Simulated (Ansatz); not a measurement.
## Molecular dynamics of CH$_{8}$Ge$_{2}$

Input:

```yaml
crystal:
  periodic: [false, false, false]
  atoms:
    - { symbol: Ge, position_ang: [-0.152671, 0.149857, 0.037161] }
    - { symbol: Ge, position_ang: [0.149338, 0.003339, 2.367131] }
    - { symbol: H, position_ang: [-0.949641, -0.822062, 3.042108] }
    - { symbol: H, position_ang: [1.5453, -0.752721, 2.659472] }
    - { symbol: H, position_ang: [0.344837, 1.388006, 3.019462] }
    - { symbol: H, position_ang: [1.190599, 0.118628, -0.833378] }
    - { symbol: H, position_ang: [-0.930883, 1.323955, -0.484316] }
    - { symbol: C, position_ang: [-1.182199, -1.465947, -0.288374] }
    - { symbol: H, position_ang: [-2.276196, -1.133786, -0.360236] }
    - { symbol: H, position_ang: [-0.896001, -2.084232, -1.184727] }
    - { symbol: H, position_ang: [-1.034134, -2.026372, 0.726772] }
basis:
  gaussian: { orbitals: def2-SVP }
hamiltonian:
  xc: pbe
  dispersion: d4
md:
  timestep: 0.5
  n_steps: 150
  ensemble: nvt_nose_hoover
  temperature: 100.0
  initial_velocities: maxwell_boltzmann
  seed: 426926
  nose_hoover: { tau: 20.0, chain_length: 5 }
  temperature_schedule:
    - { n_steps: 37, end_temperature: 100.0 }
    - { n_steps: 113, end_temperature: 10.0 }
```

Run as:

```bash
$ ansatz run input.yaml --threads 2 --pin off --max-ram 3072MiB --backend cpu --events-out ev --progress --plain --runs-dir out
```

It goes on from the last frame of an earlier run, with new velocities.

Output, in part (one step line in 2, the closing report, with atoms numbered from 0):

```
md step     0: t =     0.00 fs  T =   100.0 K (target 100.0 K)  F+E_penalty+E_count = -114169.55893156 eV  E_kin = 0.116334 eV  conserved = -114169.44259756 eV  (25 SCF iters)
md step     2: t =     1.00 fs  T =   148.7 K (target 100.0 K)  F+E_penalty+E_count = -114169.61634969 eV  E_kin = 0.172957 eV  conserved = -114169.44334072 eV  (27 SCF iters)
md step     4: t =     2.00 fs  T =   209.2 K (target 100.0 K)  F+E_penalty+E_count = -114169.68840945 eV  E_kin = 0.243378 eV  conserved = -114169.44436317 eV  (27 SCF iters)
md step     6: t =     3.00 fs  T =   231.0 K (target 100.0 K)  F+E_penalty+E_count = -114169.71625130 eV  E_kin = 0.268744 eV  conserved = -114169.44471163 eV  (27 SCF iters)
md step     8: t =     4.00 fs  T =   201.4 K (target 100.0 K)  F+E_penalty+E_count = -114169.68452503 eV  E_kin = 0.234272 eV  conserved = -114169.44379188 eV  (27 SCF iters)
md step    10: t =     5.00 fs  T =   167.6 K (target 100.0 K)  F+E_penalty+E_count = -114169.64841052 eV  E_kin = 0.194972 eV  conserved = -114169.44280944 eV  (27 SCF iters)
md step    12: t =     6.00 fs  T =   175.6 K (target 100.0 K)  F+E_penalty+E_count = -114169.66271857 eV  E_kin = 0.204231 eV  conserved = -114169.44324922 eV  (27 SCF iters)
md step    14: t =     7.00 fs  T =   206.0 K (target 100.0 K)  F+E_penalty+E_count = -114169.70516714 eV  E_kin = 0.239640 eV  conserved = -114169.44416028 eV  (27 SCF iters)
md step    16: t =     8.00 fs  T =   215.7 K (target 100.0 K)  F+E_penalty+E_count = -114169.72468857 eV  E_kin = 0.250906 eV  conserved = -114169.44427740 eV  (27 SCF iters)
md step    18: t =     9.00 fs  T =   197.8 K (target 100.0 K)  F+E_penalty+E_count = -114169.71271080 eV  E_kin = 0.230102 eV  conserved = -114169.44381295 eV  (26 SCF iters)
md step    20: t =    10.00 fs  T =   176.2 K (target 100.0 K)  F+E_penalty+E_count = -114169.69649092 eV  E_kin = 0.204970 eV  conserved = -114169.44341274 eV  (27 SCF iters)
md step    22: t =    11.00 fs  T =   171.9 K (target 100.0 K)  F+E_penalty+E_count = -114169.70078700 eV  E_kin = 0.200003 eV  conserved = -114169.44342176 eV  (27 SCF iters)
md step    24: t =    12.00 fs  T =   184.1 K (target 100.0 K)  F+E_penalty+E_count = -114169.72541860 eV  E_kin = 0.214212 eV  conserved = -114169.44386943 eV  (28 SCF iters)
md step    26: t =    13.00 fs  T =   190.6 K (target 100.0 K)  F+E_penalty+E_count = -114169.74458803 eV  E_kin = 0.221754 eV  conserved = -114169.44447020 eV  (27 SCF iters)
md step    28: t =    14.00 fs  T =   166.4 K (target 100.0 K)  F+E_penalty+E_count = -114169.72739536 eV  E_kin = 0.193626 eV  conserved = -114169.44457807 eV  (27 SCF iters)
md step    30: t =    15.00 fs  T =   115.6 K (target 100.0 K)  F+E_penalty+E_count = -114169.67585106 eV  E_kin = 0.134539 eV  conserved = -114169.44376899 eV  (27 SCF iters)
md step    32: t =    16.00 fs  T =    82.1 K (target 100.0 K)  F+E_penalty+E_count = -114169.64124698 eV  E_kin = 0.095491 eV  conserved = -114169.44296321 eV  (28 SCF iters)
md step    34: t =    17.00 fs  T =   101.2 K (target 100.0 K)  F+E_penalty+E_count = -114169.66817262 eV  E_kin = 0.117718 eV  conserved = -114169.44342680 eV  (27 SCF iters)
md step    36: t =    18.00 fs  T =   149.0 K (target 100.0 K)  F+E_penalty+E_count = -114169.73019911 eV  E_kin = 0.173332 eV  conserved = -114169.44450147 eV  (27 SCF iters)
md step    38: t =    19.00 fs  T =   173.9 K (target 99.6 K)  F+E_penalty+E_count = -114169.76615472 eV  E_kin = 0.202314 eV  conserved = -114169.44487558 eV  (26 SCF iters)
md step    40: t =    20.00 fs  T =   157.7 K (target 98.0 K)  F+E_penalty+E_count = -114169.75342156 eV  E_kin = 0.183452 eV  conserved = -114169.44442577 eV  (27 SCF iters)
md step    42: t =    21.00 fs  T =   123.8 K (target 96.4 K)  F+E_penalty+E_count = -114169.71863261 eV  E_kin = 0.144050 eV  conserved = -114169.44375645 eV  (27 SCF iters)
md step    44: t =    22.00 fs  T =   106.9 K (target 94.8 K)  F+E_penalty+E_count = -114169.70256150 eV  E_kin = 0.124401 eV  conserved = -114169.44341260 eV  (28 SCF iters)
md step    46: t =    23.00 fs  T =   123.7 K (target 93.2 K)  F+E_penalty+E_count = -114169.72587941 eV  E_kin = 0.143947 eV  conserved = -114169.44364215 eV  (28 SCF iters)
md step    48: t =    24.00 fs  T =   161.3 K (target 91.6 K)  F+E_penalty+E_count = -114169.77451090 eV  E_kin = 0.187698 eV  conserved = -114169.44429262 eV  (27 SCF iters)
md step    50: t =    25.00 fs  T =   187.7 K (target 90.0 K)  F+E_penalty+E_count = -114169.81109180 eV  E_kin = 0.218371 eV  conserved = -114169.44475924 eV  (28 SCF iters)
md step    52: t =    26.00 fs  T =   183.0 K (target 88.5 K)  F+E_penalty+E_count = -114169.81169259 eV  E_kin = 0.212944 eV  conserved = -114169.44446658 eV  (27 SCF iters)
md step    54: t =    27.00 fs  T =   164.1 K (target 86.9 K)  F+E_penalty+E_count = -114169.79539537 eV  E_kin = 0.190904 eV  conserved = -114169.44385026 eV  (27 SCF iters)
md step    56: t =    28.00 fs  T =   160.1 K (target 85.3 K)  F+E_penalty+E_count = -114169.79700571 eV  E_kin = 0.186212 eV  conserved = -114169.44390940 eV  (28 SCF iters)
md step    58: t =    29.00 fs  T =   168.6 K (target 83.7 K)  F+E_penalty+E_count = -114169.81424024 eV  E_kin = 0.196152 eV  conserved = -114169.44446577 eV  (27 SCF iters)
md step    60: t =    30.00 fs  T =   164.6 K (target 82.1 K)  F+E_penalty+E_count = -114169.81709845 eV  E_kin = 0.191487 eV  conserved = -114169.44463546 eV  (27 SCF iters)
md step    62: t =    31.00 fs  T =   140.8 K (target 80.5 K)  F+E_penalty+E_count = -114169.79618144 eV  E_kin = 0.163824 eV  conserved = -114169.44426382 eV  (27 SCF iters)
md step    64: t =    32.00 fs  T =   116.3 K (target 78.9 K)  F+E_penalty+E_count = -114169.77329965 eV  E_kin = 0.135308 eV  conserved = -114169.44382128 eV  (29 SCF iters)
md step    66: t =    33.00 fs  T =   113.0 K (target 77.3 K)  F+E_penalty+E_count = -114169.77473157 eV  E_kin = 0.131486 eV  conserved = -114169.44373325 eV  (28 SCF iters)
md step    68: t =    34.00 fs  T =   134.1 K (target 75.7 K)  F+E_penalty+E_count = -114169.80542564 eV  E_kin = 0.156057 eV  conserved = -114169.44409836 eV  (28 SCF iters)
md step    70: t =    35.00 fs  T =   160.2 K (target 74.1 K)  F+E_penalty+E_count = -114169.84350231 eV  E_kin = 0.186407 eV  conserved = -114169.44467297 eV  (28 SCF iters)
md step    72: t =    36.00 fs  T =   164.1 K (target 72.5 K)  F+E_penalty+E_count = -114169.85669534 eV  E_kin = 0.190865 eV  conserved = -114169.44495222 eV  (27 SCF iters)
md step    74: t =    37.00 fs  T =   136.7 K (target 70.9 K)  F+E_penalty+E_count = -114169.83275098 eV  E_kin = 0.158995 eV  conserved = -114169.44457382 eV  (28 SCF iters)
md step    76: t =    38.00 fs  T =   100.9 K (target 69.3 K)  F+E_penalty+E_count = -114169.79711565 eV  E_kin = 0.117423 eV  conserved = -114169.44393505 eV  (26 SCF iters)
md step    78: t =    39.00 fs  T =    88.2 K (target 67.7 K)  F+E_penalty+E_count = -114169.78720396 eV  E_kin = 0.102610 eV  conserved = -114169.44385152 eV  (28 SCF iters)
md step    80: t =    40.00 fs  T =   101.6 K (target 66.2 K)  F+E_penalty+E_count = -114169.80805510 eV  E_kin = 0.118177 eV  conserved = -114169.44434564 eV  (28 SCF iters)
md step    82: t =    41.00 fs  T =   117.1 K (target 64.6 K)  F+E_penalty+E_count = -114169.83193722 eV  E_kin = 0.136221 eV  conserved = -114169.44473850 eV  (28 SCF iters)
md step    84: t =    42.00 fs  T =   115.9 K (target 63.0 K)  F+E_penalty+E_count = -114169.83627109 eV  E_kin = 0.134809 eV  conserved = -114169.44468364 eV  (28 SCF iters)
md step    86: t =    43.00 fs  T =   101.4 K (target 61.4 K)  F+E_penalty+E_count = -114169.82449395 eV  E_kin = 0.117977 eV  conserved = -114169.44438127 eV  (28 SCF iters)
md step    88: t =    44.00 fs  T =    89.5 K (target 59.8 K)  F+E_penalty+E_count = -114169.81502421 eV  E_kin = 0.104165 eV  conserved = -114169.44417165 eV  (28 SCF iters)
md step    90: t =    45.00 fs  T =    90.8 K (target 58.2 K)  F+E_penalty+E_count = -114169.82068123 eV  E_kin = 0.105635 eV  conserved = -114169.44424276 eV  (27 SCF iters)
md step    92: t =    46.00 fs  T =   101.3 K (target 56.6 K)  F+E_penalty+E_count = -114169.83748091 eV  E_kin = 0.117860 eV  conserved = -114169.44453051 eV  (28 SCF iters)
md step    94: t =    47.00 fs  T =   107.4 K (target 55.0 K)  F+E_penalty+E_count = -114169.84950134 eV  E_kin = 0.124993 eV  conserved = -114169.44472826 eV  (28 SCF iters)
md step    96: t =    48.00 fs  T =   101.7 K (target 53.4 K)  F+E_penalty+E_count = -114169.84744746 eV  E_kin = 0.118340 eV  conserved = -114169.44455332 eV  (28 SCF iters)
md step    98: t =    49.00 fs  T =    94.4 K (target 51.8 K)  F+E_penalty+E_count = -114169.84309478 eV  E_kin = 0.109841 eV  conserved = -114169.44421937 eV  (27 SCF iters)
md step   100: t =    50.00 fs  T =   101.1 K (target 50.2 K)  F+E_penalty+E_count = -114169.85533198 eV  E_kin = 0.117566 eV  conserved = -114169.44427095 eV  (27 SCF iters)
md step   102: t =    51.00 fs  T =   118.2 K (target 48.6 K)  F+E_penalty+E_count = -114169.88093519 eV  E_kin = 0.137533 eV  conserved = -114169.44470835 eV  (29 SCF iters)
md step   104: t =    52.00 fs  T =   125.2 K (target 47.0 K)  F+E_penalty+E_count = -114169.89556042 eV  E_kin = 0.145647 eV  conserved = -114169.44498579 eV  (28 SCF iters)
md step   106: t =    53.00 fs  T =   110.0 K (target 45.4 K)  F+E_penalty+E_count = -114169.88420554 eV  E_kin = 0.127960 eV  conserved = -114169.44482432 eV  (29 SCF iters)
md step   108: t =    54.00 fs  T =    82.6 K (target 43.8 K)  F+E_penalty+E_count = -114169.85747996 eV  E_kin = 0.096141 eV  conserved = -114169.44443708 eV  (28 SCF iters)
md step   110: t =    55.00 fs  T =    63.5 K (target 42.3 K)  F+E_penalty+E_count = -114169.83900178 eV  E_kin = 0.073880 eV  conserved = -114169.44418974 eV  (28 SCF iters)
md step   112: t =    56.00 fs  T =    64.4 K (target 40.7 K)  F+E_penalty+E_count = -114169.84348363 eV  E_kin = 0.074941 eV  conserved = -114169.44428236 eV  (28 SCF iters)
md step   114: t =    57.00 fs  T =    79.6 K (target 39.1 K)  F+E_penalty+E_count = -114169.86518985 eV  E_kin = 0.092648 eV  conserved = -114169.44463126 eV  (26 SCF iters)
md step   116: t =    58.00 fs  T =    91.8 K (target 37.5 K)  F+E_penalty+E_count = -114169.88407093 eV  E_kin = 0.106795 eV  conserved = -114169.44491149 eV  (28 SCF iters)
md step   118: t =    59.00 fs  T =    88.8 K (target 35.9 K)  F+E_penalty+E_count = -114169.88544417 eV  E_kin = 0.103308 eV  conserved = -114169.44483568 eV  (27 SCF iters)
md step   120: t =    60.00 fs  T =    76.4 K (target 34.3 K)  F+E_penalty+E_count = -114169.87541028 eV  E_kin = 0.088896 eV  conserved = -114169.44453448 eV  (27 SCF iters)
md step   122: t =    61.00 fs  T =    70.0 K (target 32.7 K)  F+E_penalty+E_count = -114169.87201132 eV  E_kin = 0.081420 eV  conserved = -114169.44442874 eV  (28 SCF iters)
md step   124: t =    62.00 fs  T =    74.5 K (target 31.1 K)  F+E_penalty+E_count = -114169.88169651 eV  E_kin = 0.086725 eV  conserved = -114169.44462332 eV  (28 SCF iters)
md step   126: t =    63.00 fs  T =    80.9 K (target 29.5 K)  F+E_penalty+E_count = -114169.89394151 eV  E_kin = 0.094092 eV  conserved = -114169.44481671 eV  (28 SCF iters)
md step   128: t =    64.00 fs  T =    80.1 K (target 27.9 K)  F+E_penalty+E_count = -114169.89815000 eV  E_kin = 0.093200 eV  conserved = -114169.44479320 eV  (28 SCF iters)
md step   130: t =    65.00 fs  T =    74.1 K (target 26.3 K)  F+E_penalty+E_count = -114169.89618351 eV  E_kin = 0.086244 eV  conserved = -114169.44463994 eV  (28 SCF iters)
md step   132: t =    66.00 fs  T =    71.0 K (target 24.7 K)  F+E_penalty+E_count = -114169.89747300 eV  E_kin = 0.082617 eV  conserved = -114169.44455966 eV  (29 SCF iters)
md step   134: t =    67.00 fs  T =    74.7 K (target 23.1 K)  F+E_penalty+E_count = -114169.90699192 eV  E_kin = 0.086847 eV  conserved = -114169.44465734 eV  (28 SCF iters)
md step   136: t =    68.00 fs  T =    80.0 K (target 21.5 K)  F+E_penalty+E_count = -114169.91927753 eV  E_kin = 0.093095 eV  conserved = -114169.44486299 eV  (28 SCF iters)
md step   138: t =    69.00 fs  T =    77.9 K (target 20.0 K)  F+E_penalty+E_count = -114169.92331570 eV  E_kin = 0.090623 eV  conserved = -114169.44497815 eV  (28 SCF iters)
md step   140: t =    70.00 fs  T =    65.1 K (target 18.4 K)  F+E_penalty+E_count = -114169.91439515 eV  E_kin = 0.075709 eV  conserved = -114169.44486053 eV  (28 SCF iters)
md step   142: t =    71.00 fs  T =    49.7 K (target 16.8 K)  F+E_penalty+E_count = -114169.90123268 eV  E_kin = 0.057850 eV  conserved = -114169.44462678 eV  (28 SCF iters)
md step   144: t =    72.00 fs  T =    43.7 K (target 15.2 K)  F+E_penalty+E_count = -114169.89799982 eV  E_kin = 0.050830 eV  conserved = -114169.44455673 eV  (21 SCF iters)
md step   146: t =    73.00 fs  T =    49.4 K (target 13.6 K)  F+E_penalty+E_count = -114169.90860933 eV  E_kin = 0.057501 eV  conserved = -114169.44473477 eV  (29 SCF iters)
md step   148: t =    74.00 fs  T =    57.6 K (target 12.0 K)  F+E_penalty+E_count = -114169.92282577 eV  E_kin = 0.066991 eV  conserved = -114169.44495637 eV  (28 SCF iters)
md step   150: t =    75.00 fs  T =    57.7 K (target 10.4 K)  F+E_penalty+E_count = -114169.92835738 eV  E_kin = 0.067139 eV  conserved = -114169.44501092 eV  (26 SCF iters)
Total energy: -114169.92839844 eV, -4195.6674814856 hartree
Atom 0 at    -0.185245     0.130901     0.002726 Å, force    -0.234667    -0.128755     0.167689 eV/Å
Atom 1 at     0.183931     0.031756     2.444612 Å, force     0.024867     0.071419    -0.290996 eV/Å
Atom 2 at    -1.125528    -0.257421     3.221384 Å, force    -0.066504     0.060130     0.014442 eV/Å
Atom 3 at     1.152825    -1.138049     2.753045 Å, force     0.044576    -0.092582    -0.028494 eV/Å
Atom 4 at     0.855162     1.316201     2.996541 Å, force    -0.062128     0.055255     0.024694 eV/Å
Atom 5 at     1.221245     0.211286    -0.654105 Å, force    -0.030458    -0.026606    -0.082020 eV/Å
Atom 6 at    -1.015398     1.386913    -0.432152 Å, force     0.155334    -0.116791     0.091891 eV/Å
Atom 7 at    -1.185366    -1.517496    -0.510350 Å, force    -0.092445    -0.258751     0.480669 eV/Å
Atom 8 at    -2.258153    -1.292752    -0.678653 Å, force     0.049750     0.110093     0.084761 eV/Å
Atom 9 at    -0.818947    -2.032535    -1.413474 Å, force     0.237819     0.093106    -0.161864 eV/Å
Atom 10 at    -1.125102    -2.249671     0.335951 Å, force    -0.026143     0.233481    -0.300773 eV/Å
Dipole moment:    -0.092813    -0.108056    -0.112370 e Å
```

All steps were run. The conserved energy stayed within 0.22 meV per atom of its start (net change -0.22 meV per atom), so the integration is sound. The schedule's set-point averaged 40 K over the second half and the system 85 K, so it lags behind the ramp. A run of 0.075 ps of so small a system gives no equilibrium averages.

The same pairs are bonded in the first frame and the last. Pairs count as bonded within 1.25 times the sum of covalent radii (0.12 Å more for H–H).

Last frame:

```xyz
11
Properties=species:S:1:pos:R:3
Ge -0.185 0.131 0.003
Ge 0.184 0.032 2.445
H -1.125 -0.257 3.221
H 1.153 -1.138 2.753
H 0.855 1.316 2.997
H 1.221 0.211 -0.654
H -1.015 1.387 -0.432
C -1.185 -1.518 -0.510
H -2.258 -1.293 -0.679
H -0.819 -2.033 -1.413
H -1.125 -2.250 0.336
```

Run time: 7.9 min on 2 threads of Intel(R) Xeon(R) Platinum 8259CL CPU @ 2.50GHz (Skylake/Cascade Lake), with other jobs on the host, peak memory 0.22 GiB.
